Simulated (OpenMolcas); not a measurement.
V3+: terms and fine structure

| Property | Result |
| --- | --- |
| Program | OpenMolcas |
| Method | SS-CASPT2, IPEA 0.25 Eh, imaginary shift 0.1 Eh (closed shells correlated: 3s 3p) |
| Basis | ANO-RCC-VQZP [7s6p4d3f2g1h] |
| Scalar Hamiltonian | DKH2, point nucleus |
| Active space | 2 electrons in 10 orbitals (3d 4d) |
| State averaging | 2S+1 = 3 even, 10 roots; 2S+1 = 1 even, 14 roots |
| Spin-orbit coupling | RASSI with atomic mean-field integrals over the reference wave functions, term energies averaged over their components |

Spin-free terms above the lowest, with the occupations of the reference (each correlating shell added to its valence partner):

```tsv
Configuration	Term	E (cm-1)	Occupations
3d2	3F	0.0	3d 2.00
3d2	1D	10090	3d 2.00
3d2	3P	13350	3d 2.00
3d2	1G	17900	3d 2.00
```

With spin-orbit coupling, above the lowest level:

| Configuration | Term | J | E (cm-1) | Measured (cm-1) | g | Term weight % |
| --- | --- | --- | --- | --- | --- | --- |
| 3d2 | 3F | 2 | 0.0 | 0.0 | 0.666 | 100 |
| 3d2 | 3F | 3 | 325 | 325 | 1.084 | 100 |
| 3d2 | 3F | 4 | 744 | 735 | 1.251 | 100 |
| 3d2 | 1D | 2 | 10510 | 10959 | 1.004 | 99 |
| 3d2 | 3P | 0 | 13580 |  |  | 100 |
| 3d2 | 3P | 1 | 13680 | 13239 | 1.501 | 100 |
| 3d2 | 3P | 2 | 13910 | 13458 | 1.497 | 99 |
| 3d2 | 1G | 4 | 18330 | 18391 | 1.000 | 100 |

Against the 6 measured excited levels shown (Sugar and Corliss, J. Phys. Chem. Ref. Data 7, 1191 (1978)) the mean absolute deviation is 240 cm-1; the largest miss in energy is 3d2 3P2: computed 13910, measured 13458 cm-1 (+3.4 %), and the largest in proportion 3d2 1D2 (-4.1 %).

Spin-orbit coupling puts the lowest level 431 cm-1 below the lowest spin-free term.

For 3F the intervals divided by the larger J are 108.5, 104.6 cm-1. Landé's interval rule makes them equal in pure LS coupling; they differ by 4 % of their mean. The multiplet is regular.

Term energies are means over components that CASPT2 splits; among the terms shown or strongly mixed into the levels shown the widest spread is 730 cm-1 (3d2 1G). Active for correlation alone: 4d; no level in the range computed is led by a configuration that fills it, so any true level of that kind is missing. Measured partners are found by configuration, term and J. A level has none where our copy of the source lacks it or the pairing is in doubt (some pairs that miss far off the trend of their configuration count as doubtful), and it then counts in no deviation. Levels of configurations outside the active space are missing. The first state left out of the spin-orbit step lies near 50000 cm-1 above the lowest spin-free state of the reference (among the parities and spins computed), and the list stops at four fifths of that energy or lower.

The term weight is that of the spin-free term in the level, not the purity of its configuration.
